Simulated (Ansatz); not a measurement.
Reaction (hydrogen abstraction from the Al–H bond): `[F][AlH][Br]` + `[OH]`• → `[F][Al][Br]`• + H₂O

Calculated with Ansatz (gas phase, PBE0-D4/def2-TZVP geometries, no zero-point term in ΔE). CCSD(T)/CBS is the MP2 limit (def2-TZVPP, def2-QZVPP) plus CCSD(T) − MP2 in def2-TZVPP, frozen cores. This one scheme is used for every species. Functionals use def2-TZVPP. No spin–orbit coupling; open shells (•) take unrestricted orbitals. For Br outer-core shells are correlated without core-valence functions, which leaves a few kJ/mol of doubt a bond. Scalar relativity is left out up to krypton.

CCSD(T)/CBS gives -158.3 kJ/mol.

Question: Another level gave -161.2 kJ/mol. Which?
A. PBE0-D4/def2-TZVPP
B. r2SCAN0-D4/def2-TZVPP
C. BHLYP/def2-TZVPP
D. B97M-V/def2-TZVPP

Answer: A. PBE0-D4 -161.2, r2SCAN0-D4 -147.1, B97M-V -135.2, BHLYP -128.1 kJ/mol.

Question: What do rigid-rotor, harmonic-oscillator terms from PBE0-D4/def2-TZVP frequencies (298.15 K, 1 bar) make of the CCSD(T)/CBS value? (An estimate is asked.)

Answer: The calculation gave: ΔZPE = +14.9 kJ/mol, ΔH = -143.0 kJ/mol, ΔS = 6 J/(mol·K), ΔG = -144.8 kJ/mol. Open shells count their whole term as degenerate.

Largest T1 diagnostic among the species: 0.012.

From r2SCAN to r2SCAN0 (25 % exact exchange), in def2-TZVPP and without D4, ΔE moves by +10.8 kJ/mol. At CCSD(T), def2-SVP lies +29.8 kJ/mol from the extrapolated value and def2-TZVPP +9.1 kJ/mol. Leaving LDA and LC-ωPBE aside and taking each functional with its dispersion term where it has one, the values, not all of them listed here, spread over 50.6 kJ/mol, from PBE-D4 to BHLYP-D4. LDA lies −39.9 kJ/mol from PBE without D4.
